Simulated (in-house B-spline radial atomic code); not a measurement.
# Ionising Tc V (Tc4+) with different functionals

Computed with an all-electron radial atomic-structure program (B-spline basis): scalar-relativistic (spin-free X2C) Hamiltonian, Fermi nucleus of rms radius 4.41117 fm, spin-polarised at highest spin, spherical fractional occupations for the functionals, the average over the highest-spin determinants for Hartree-Fock. The ionisation energy is the difference of two self-consistent energies, [Kr] 4d3 → [Kr] 4d2, without Breit or QED terms; ε is the level of the shell that loses the electron (its least bound occupied spin orbital). There is no spin-orbit coupling in this Hamiltonian.

Hybrids are left out here: with spherical fractional occupations of an open shell their exact exchange keeps a self-interaction that integer-occupation calculations don't have.

| method | rung | ΔSCF (eV) | -ε(4d) (eV) |
| --- | --- | --- | --- |
| Hartree-Fock | Hartree-Fock | 56.43 | 57.17 |
| LDA VWN5 | LDA | 57.69 | 50.35 |
| LDA PW92 | LDA | 57.68 | 50.34 |
| LDA exchange-only | LDA | 56.28 | 49.00 |
| PBE | GGA | 57.62 | 50.28 |
| PBEsol | GGA | 57.58 | 50.25 |
| BLYP | GGA | 57.38 | 50.02 |
| RPBE | GGA | 57.59 | 50.25 |
| PW91 | GGA | 57.69 | 50.35 |
| BP86 | GGA | 57.63 | 50.29 |
| AM05 | GGA | 57.55 | 50.20 |
| OLYP | GGA | 57.83 | 50.44 |
| TPSS | meta-GGA | 57.52 | 50.19 |
| SCAN | meta-GGA | 57.63 | 50.38 |
| r2SCAN | meta-GGA | 57.68 | 50.43 |
| revTPSS | meta-GGA | 57.46 | 50.14 |

Q: How do they compare with the NIST value?

A: NIST lists 57 eV ± 1.9 (tabulated theory, ground level to ground level). Errors run from -0.72 to +0.83 eV; all lie within about twice that uncertainty, so the table can't rank the methods. Hartree-Fock also lacks correlation.
